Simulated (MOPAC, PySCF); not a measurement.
C3H4O, SMILES `C1=C(C)O1`, neutral singlet in the gas phase. 

Cartesian coordinates (Å):
```xyz
8

C     -1.1041    -0.0568    -0.0171
C      0.3488     0.1039    -0.0088
C      1.5491    -0.2975     0.0863
O      1.1310     1.2513    -0.1792
H     -1.3832    -1.0962     0.1476
H     -1.5447     0.5683     0.7632
H     -1.5029     0.2814    -0.9765
H      2.5060    -0.7544     0.1845
```
Charge 0, spin multiplicity 1.

All levels are single points at this geometry (B3LYP-D3(BJ)/def2-TZVP); Pople sets use spherical d functions. Orbital energies aren't observables, and empty levels follow the basis.

```csv
level,HOMO (eV),LUMO (eV),gap (eV),dipole (D),"vertical IE, Delta-SCF (eV)"
B3LYP-D3(BJ)/def2-TZVP in PySCF,-5.48,-0.09,5.39,2.69,–
B3LYP/3-21G in PySCF,-4.79,0.47,5.25,2.63,–
B3LYP/6-311+G** in PySCF,-5.57,-0.26,5.31,2.89,–
B3LYP/6-31G* in PySCF,-4.96,0.46,5.42,2.67,7.95
BP86/6-31G* in PySCF,-3.81,-0.44,3.36,2.54,–
HF/3-21G in PySCF,-8.84,4.63,13.47,3.19,–
HF/6-31G* in PySCF,-8.74,4.73,13.47,3.16,6.95
PM3 in MOPAC,-9.53,0.81,10.34,2.38,–
PM7 in MOPAC,-9.25,0.69,9.93,2.60,–
```
